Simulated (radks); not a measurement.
Results of a calculation; reference values are marked as such.
Q: Valence configurations of neutral chlorine (all share [Ne]). Level of theory: scalar-relativistic Kohn-Sham, LDA (Slater exchange, Perdew-Wang correlation), spin-polarised, spherical densities, point nucleus; open shells are filled with parallel spins first (a radial shooting solver on a logarithmic mesh with Libxc functionals). Order these by energy: 3s2 3p5; 3s1 3p6; 3s1.5 3p5.5.

A: From the lowest, in eV above it: 3s2 3p5 0.000; 3s1.5 3p5.5 5.975; 3s1 3p6 11.966. NIST lists [Ne] 3s2 3p5 as the ground configuration; this level of theory agrees among the configurations tried. The energies are those of spherical high-spin densities, not of single terms.
